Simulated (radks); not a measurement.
The numbers below are computed, except where a source is named.
Pb, 82 electrons, occupied as [Hg] 6p2. Level of theory: scalar-relativistic Kohn-Sham, LDA (Slater exchange, Perdew-Wang correlation), spin-polarised, spherical densities, point nucleus; open shells are filled with parallel spins first (spin-orbit coupling, left out, can overturn this in heavy ions) (a radial shooting solver on a logarithmic mesh with Libxc functionals).

Unscreened Slater integrals over Kohn-Sham orbitals (eV). They are taken over the spin-up orbitals.

F0(6p,6p): 7.4527
F2(6p,6p): 3.9192
F0(6p,6s): 8.5814
G1(6p,6s): 4.9222
F0(6p,5d): 9.4405
F2(6p,5d): 2.6364
G1(6p,5d): 1.0517
G3(6p,5d): 0.84982
F0(6p,5p): 9.6625
F2(6p,5p): 1.8721
G0(6p,5p): 0.29115
G2(6p,5p): 0.38843
F0(6s,6s): 10.612
F0(6s,5d): 12.688
G2(6s,5d): 2.6870
F0(6s,5p): 13.239
G1(6s,5p): 0.94188
F0(5d,5d): 18.789
F2(5d,5d): 9.7377
F4(5d,5d): 6.4719
F0(5d,5p): 21.226
F2(5d,5p): 10.605
G1(5d,5p): 12.874
G3(5d,5p): 7.9927
F0(5p,5p): 25.052
F2(5p,5p): 13.491

Derived for the open shells (J is the average intra-shell exchange parameter used in DFT+U). 6p: J = F2/5 = 0.7838 eV.
